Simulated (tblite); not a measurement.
Compound: CH6BF2OP.
Z-matrix (Å and degrees, GFN2-xTB geometry), rows numbered from 1:
```
F 
C   1  1.4172
F   2  1.3444  1  103.77
O   2  1.3030  1  110.66  3  -119.49
B   4  1.4771  2  116.49  1   -61.70
P   5  2.0041  4  102.49  2    72.50
H   2  1.1082  1  104.48  3   113.35
H   5  1.1902  4  114.41  2   -43.53
H   5  1.1810  4  108.89  2  -175.96
H   6  1.3845  5  119.09  4   148.61
H   6  1.3753  5  113.19  4    33.50
H   6  1.3787  5  124.37  4   -86.43
```

Level: GFN2-xTB in tblite, geometry and Hessian alike; calculated harmonic values, unscaled, isolated species. The method is semi-empirical: single wavenumbers can be off by several per cent or more. Modes of hydrogen on boron and phosphorus can be 10 to 20 % off. One conformer, not necessarily the lowest.

Harmonic wavenumbers (cm⁻¹): 60.3, 132.6, 208.6, 233.2, 256.6, 358.3, 386.6, 423.9, 463.7, 558.0, 593.6, 783.8, 790.4, 848.9, 950.0, 984.8, 1057.2, 1067.6, 1097.4, 1109.8, 1178.0, 1241.3, 1264.1, 1301.0, 2362.9, 2408.7, 2445.6, 2455.1, 2550.7, 2817.8.

A = 5683, B = 1762, C = 1462 MHz; mass 114.022 u (most abundant isotopes); point group C1, symmetry number 1.

Q: Zero-point energy?

A: Half the sum of the wavenumbers: 16195 cm⁻¹ = 193.74 kJ/mol.

Q: What is S at 298.15 K and 1 bar for an ideal gas of classical rigid rotors and harmonic oscillators?

A: Translation 167.93, rotation 115.00, vibration 79.27: S = 362.2 J/(mol K).

Q: And Cp and H(298.15 K) − H(0)?

A: Cp = 124.85 J/(mol K), of which vibrations give 91.59 (their classical limit is 30 R = 249.4); H(298.15 K) − H(0) = 23.21 kJ/mol without the zero-point energy, 13.29 from vibrations.

Q: Which modes carry the vibrational entropy at 298.15 K?

A: 60.3 cm⁻¹: 18.61; 132.6 cm⁻¹: 12.17; 208.6 cm⁻¹: 8.60; 233.2 cm⁻¹: 7.76; 256.6 cm⁻¹: 7.05; 358.3 cm⁻¹: 4.73 J/(mol K); the other 24 give 20.36 together.

Q: Blend soft modes into free rotors: weight 1/[1 + (100 cm⁻¹/ν̃)⁴] for the oscillator and the rest for a rotor with moment μB/(μ + B), μ = h/(8π²ν), B = 10⁻⁴⁴ kg m². What vibrational entropy results?

A: 75.00 J/(mol K) in place of 79.27, which changes −T·S at 298.15 K by +1.27 kJ/mol.

Q: What must be added to the electronic energy to get the Gibbs energy at 298.15 K and 1 bar?

A: ZPE + [H(298.15 K) − H(0)] − T·S = 193.74 + 23.21 − 107.99 = 108.96 kJ/mol.

Hindered rotation and anharmonicity are outside this model. Other conformers, if any are populated, would add a mixing term that is left out. The structure is chiral; the term R ln 2 for an equal mix with its mirror image is left out.

The run took 0.22 s on an Arm Neoverse V2 with one thread, no GPU, shared host with 96 logical CPUs at a one-minute load of 86. The figure is for the frequency step alone.
